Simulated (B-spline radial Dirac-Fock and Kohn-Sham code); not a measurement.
# Satellites and hypersatellites of the K lines of Kr⁺

System: Kr⁺, configuration [Ar] 3d10 4s2 4p5, inside a Watson sphere of charge -1 and radius 2 Å (a model of the Madelung potential; inside it an electron's potential energy is raised by 7.2 eV).

The computed values come from a radial atomic solver: relaxed Dirac-Fock hole states (ΔSCF) with Breit and QED corrections and a finite nucleus. Each two-hole energy is an average over J within one jj subconfiguration, not an observable level; in light atoms, where LS coupling holds, the j-resolved values are not observed lines, and for a K spectator the Kα1 hypersatellite is nearly forbidden. Correlation energy is missing from these numbers.

Lines without a spectator: Kα2 (K-L2) 12594.1 eV, Kβ3 (K-M2) 14101.5 eV. Shifts in eV with one spectator hole (a dash: not computed, or left out as unreliable):

| spectator hole | Kα2 | Kβ3 |
| --- | --- | --- |
| K (1s) | +390.7 | +492.0 |
| L2 (2p1/2) | +39.1 | – |
| M2 (3p1/2) | – | +9.17 |
| M4 (3d3/2) | -0.30 | – |
| M5 (3d5/2) | -1.94 | – |
